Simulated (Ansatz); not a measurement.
`FC([SiH3])I`, 8 atoms. Charge 0, multiplicity 1. Correlated methods include outer-core shells of I, which these sets cover unevenly. I takes the def2 core potential. All runs use 4 threads of an Intel Xeon Platinum 8175M on a shared host. Correlated methods freeze the cores.

(1) Give the basis size and wall time and peak host memory of each of these runs in Ansatz. RKS PBE0-D4/def2-TZVP relaxation (6 steps); RKS CAM-B3LYP-D4/def2-TZVPP energy; RKS PBE-D4/def2-TZVPP energy and forces; RKS PBE0-D4/def2-TZVP frequencies; RKS BHLYP-D4/def2-TZVPP energy; RKS B2PLYP (frozen core)/def2-TZVPP energy; RHF-MP2/def2-QZVPP energy; RKS ωB97M-V/def2-QZVPP energy; RKS ωB97M-V/def2-SVP energy; RKS PBE0-D4/def2-SVP energy; RKS PBE0-D4/def2-QZVPP energy; RHF-CCSD(T)/def2-TZVPP energy. (Best estimate.)

## Answers

(1) Ansatz gave: Other jobs shared the machine, so times are rough.

```tsv
level	job	functions	wall time	peak host memory (GiB)
RKS PBE0-D4/def2-SVP	energy	92	1.1 s	0.4
RKS PBE-D4/def2-TZVPP	energy and forces	210	1.9 s	0.28
RKS BHLYP-D4/def2-TZVPP	energy	210	2.4 s	0.53
RKS CAM-B3LYP-D4/def2-TZVPP	energy	210	2.7 s	0.57
RKS ωB97M-V/def2-SVP	energy	92	3.8 s	0.4
RKS B2PLYP (frozen core)/def2-TZVPP	energy	210	4.3 s	0.55
RKS PBE0-D4/def2-QZVPP	energy	386	6 s	1.2
RKS ωB97M-V/def2-QZVPP	energy	386	13 s	1.5
RHF-MP2/def2-QZVPP	energy	386	14 s	1.8
RKS PBE0-D4/def2-TZVP	relaxation (6 steps)	173	18 s	0.45
RHF-CCSD(T)/def2-TZVPP	energy	210	65 s	3.3
RKS PBE0-D4/def2-TZVP	frequencies	173	93 s	0.45
```
